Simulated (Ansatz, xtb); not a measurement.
A geometry optimisation of ClF2Si2+ with r2SCAN-D4/def2-SVP

The starting geometry of this gas-phase singlet has its atoms placed at random.

```csv
atom,x (Å),y (Å),z (Å)
Cl,-1.5315,0.4469,0.5006
F,0.0604,-1.1774,0.0685
F,0.1661,0.4884,-1.0049
Si,1.1179,-0.0359,0.8140
Si,-0.9548,-0.9428,-1.2542
```

One run relaxed it with r2SCAN-D4/def2-SVP. What is a likely outcome?

It ends as a structure with Cl1 bridging Si5 and Si4, F2 bridging Si5 and Si4, F3 bridging Si5 and Si4, given below by its coordinates. Distances that change by over a tenth: F2–Si5 (1.68 → 1.88 Å). Contacts that close: Cl1–Si4 (2.71 → 2.35 Å), F3–Si4 (2.12 → 1.88 Å).

The energy falls by 3.22 eV over 7 steps:

```
step  E − E(last) (eV)
   1             3.215
   2             0.966
   3             0.081
   4             0.071
   5             0.003
   6             0.000
   7             0.000
```

Final geometry (Å):

| atom | x (Å) | y (Å) | z (Å) |
| --- | --- | --- | --- |
| Cl | -1.5615 | 0.4550 | 0.7149 |
| F | 0.2080 | -1.5007 | 0.0453 |
| F | 0.4373 | 0.4345 | -1.1314 |
| Si | 0.7671 | 0.1667 | 0.6950 |
| Si | -0.9928 | -0.7762 | -1.1996 |

From the same start GFN2-xTB ends elsewhere, in pieces: ClSi + F2Si.

From so rough a start the end depends on the optimiser's path, so another program may land elsewhere. No frequencies were run, so the end isn't proven a minimum. Run with Ansatz 0.2.0, 44 s on 1 thread of AMD EPYC (Zen 3) (shared host).
